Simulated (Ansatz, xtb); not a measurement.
# Relaxing a trial structure of B2ClHSi+

The starting geometry of this gas-phase doublet has its atoms placed at random.

```xyz
5

B    -0.4601   -1.3017   -0.7058
B    -0.4406    0.8878    1.3082
Cl    0.0340    1.3253   -0.2485
Si   -1.8906    0.2105   -0.3068
H     0.4064   -0.7841    0.2163
```

**Question.** Guess where an optimisation with r2SCAN-D4/def2-SVP ends from this start.

**Answer.** It ends as a structure given below by its coordinates. Distances that change by over a tenth: B1–B2 (2.97 → 1.97 Å), B1–Si4 (2.12 → 1.91 Å), B1–H5 (1.37 → 1.20 Å). Contacts that open: Cl3–Si4 (2.22 → 3.58 Å). Contacts that close: B2–Si4 (2.27 → 1.93 Å).

The energy falls by 5.88 eV over 16 steps:

```
step  E − E(last) (eV)
   1             5.878
   3             4.178
   4             3.877
   6             3.233
   8             2.536
   9             2.164
  11             0.516
  13             0.031
  14             0.001
  16             0.000
```

Final geometry (Å):

```
atom    x (Å)    y (Å)    z (Å)
   B  -0.5058  -0.9827  -0.0563
   B  -0.6625   0.9710   0.1674
  Cl   0.5261   2.1234   0.1807
  Si  -2.2175  -0.1796   0.1866
   H   0.5086  -1.5941  -0.2150
```

From the same start GFN2-xTB ends elsewhere, differing in B1–Cl3 (1.80 against 3.28 Å here).

From so rough a start the end depends on the optimiser's path, so another program may land elsewhere. The end wasn't checked by frequencies. Open shells are spin-unrestricted. Run with Ansatz 0.2.0, 81 s on 1 thread of Intel(R) Xeon(R) 6975P-C (Granite Rapids), with other jobs on the host.
